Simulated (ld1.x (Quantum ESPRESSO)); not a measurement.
**iodine (I), TM semilocal: configuration errors across variants**

iodine, norm-conserving Troullier–Martins (semilocal form), made with ld1.x (Quantum ESPRESSO) 7.5 (LDA (PZ), scalar-relativistic). Core [Kr], reference 4d10 5s2 5p5. Waves: 5s (bound): rc 1.30 bohr; 5p (bound): rc 1.90 bohr; 4d (bound): rc 0.90 bohr. Local part: the d channel. Core correction: a·sin(br)/r model core, default radius (core density twice the valence density).

All-electron excitation energies from the reference (eV): (1) 4d10 5s2 5p4 11.305; (2) 4d10 5s2 5p3 31.369; (3) 4d10 5s2 5p2 60.983; (4) 4d10 5s1 5p6 10.512; (5) 4d10 5s2 5p5.3 -1.829; (6) 4d10 5s2 5p4.5 4.615; (7) 4d9 5s2 5p5 58.313; (8) 4d10 5s2 5p5 spin -0.121; (9) 4d10 5s2 5p4 spin 10.743.

Spin tests fill each open shell by Hund’s rule, majority spin first.

A semilocal file is local in each channel, so a ghost entry of none says nothing of the separable form that plane-wave codes build from it.

Tests that are not counted but printed errors over 1 eV. “all radii but the core radius scaled by about 0.84 (s 1.10, p 1.60, d 0.76 bohr)”: all (the test run did not reproduce the reference configuration, from which every error is measured). “all radii but the core radius scaled by about 0.89 (s 1.16, p 1.70, d 0.80 bohr)”: 4d9 5s2 5p5 (solver errors, printed error -205 eV).

1 further variants failed, have other tests or too few solved ones, and are left out.

A true bound ghost makes a file unfit for plane-wave use even where its test errors are small: the radial tests pick states by their node count and pass the ghost by. Where a test does run into it, the solver fails or the error is huge.

Errors AE − PS in meV (a dash: test not solved or not reliable):

```tsv
change	(1)	(2)	(3)	(4)	(5)	(6)	(7)	(8)	(9)	bound ghosts
base	-0.2	+7.3	+29	-12	+0.6	-0.8	+49	+1.8	+8.0	none
all radii but the core radius scaled by about 0.84 (s 1.10, p 1.60, d 0.76 bohr)	–	–	–	–	–	–	–	–	–	s
all radii but the core radius scaled by about 0.89 (s 1.16, p 1.70, d 0.80 bohr)	+0.5	+11	+39	-12	+0.6	-0.5	–	+2.4	+13	s
all radii but the core radius scaled by about 1.16 (s 1.50, p 2.20, d 1.04 bohr)	-0.6	+4.7	+19	-2.6	+0.6	-0.9	-243	+1.5	+6.4	none
all radii but the core radius scaled by about 1.24 (s 1.62, p 2.36, d 1.12 bohr)	-0.1	+5.5	+16	+0.1	+0.7	-0.7	-238	+1.0	+3.7	none
all radii but the core radius scaled by about 1.29 (s 1.68, p 2.44, d 1.16 bohr)	0.0	+5.7	+15	+1.2	+0.7	-0.7	-229	+0.7	+2.4	none
all radii but the core radius scaled by about 1.38 (s 1.80, p 2.62, d 1.24 bohr)	+0.8	+7.4	+10	+4.7	+0.7	-0.4	-167	-0.3	-2.0	none
```

**Question.** Give the same row for: all radii but the core radius scaled by about 1.07 (s 1.40, p 2.04, d 0.96 bohr).

**Answer.** -0.6, +5.2, +22, -5.4, +0.6, -0.8, -171, +1.8, +7.7; bound ghosts: none.
